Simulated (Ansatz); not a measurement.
Sn4Ge2H12, an alloyed cluster cut from the lattice of tin (2 Ge, core), relaxed as a singlet with RKS PBE-D4/def2-SVP in Ansatz, starting from the GFN2-xTB geometry. Force threshold 0.03 eV/Å.

In the def2 sets Sn takes a core potential; there is no spin–orbit coupling.

Start:

```csv
atom,x (Å),y (Å),z (Å)
Ge1,-0.692,1.818,1.598
Sn2,-0.187,1.191,-2.452
Sn3,-0.647,-2.411,0.384
Sn4,0.056,-0.751,2.759
Sn5,0.649,-1.621,-2.136
Ge6,1.086,2.141,-0.255
H7,-1.045,2.281,3.084
H8,-2.117,1.129,1.388
H9,-0.049,2.760,-3.205
H10,-1.667,1.683,-1.613
H11,-0.542,-4.040,-0.294
H12,-2.147,-2.128,-0.517
H13,1.609,-1.662,2.735
H14,-0.743,-2.143,3.594
H15,2.296,-0.983,-2.283
H16,0.518,-1.776,-3.884
H17,1.980,1.128,0.588
H18,1.641,3.383,0.508
```

Task: Estimate the energy that the relaxation releases and the steps that it takes.

Result: 61.0 kcal/mol, in 11 steps; 27 s on 4 threads of Intel Xeon Platinum 8488C on a shared host. The force fell under the threshold at step 9, but the optimiser went on. No frequencies were taken in this run, so the end may be a saddle point.

Task: Does the start keep its bonding?

Result: By distances, no bond broke or formed. The bond that changes most is Ge1–Sn4, from 2.92 to 2.63 Å (atoms count from 1).

Task: Predict the relaxed structure.

Result: 
```xyz
18

Ge   -0.560    1.350    2.021
Sn    0.019    1.479   -2.102
Sn   -0.692   -2.587   -0.139
Sn   -0.117   -1.234    2.257
Sn    0.542   -1.274   -2.296
Ge    0.819    2.334    0.256
H    -0.288    2.057    3.382
H    -2.058    1.583    1.668
H     0.792    2.368   -3.376
H    -1.689    1.754   -2.235
H    -0.179   -4.243   -0.039
H    -2.407   -2.599   -0.394
H     1.556   -1.475    2.652
H    -1.056   -1.881    3.564
H     2.257   -1.525   -2.212
H     0.004   -1.912   -3.817
H     2.303    1.917    0.481
H     0.754    3.889    0.327
```
Bond lengths (bridged metal pairs left out): 3 × Sn–Sn 2.81 Å; 2 × Ge–Sn 2.63 Å; 1 × Ge–Ge 2.45 Å; 8 × H–Sn 1.73 to 1.74 Å; 4 × Ge–H 1.56 Å.
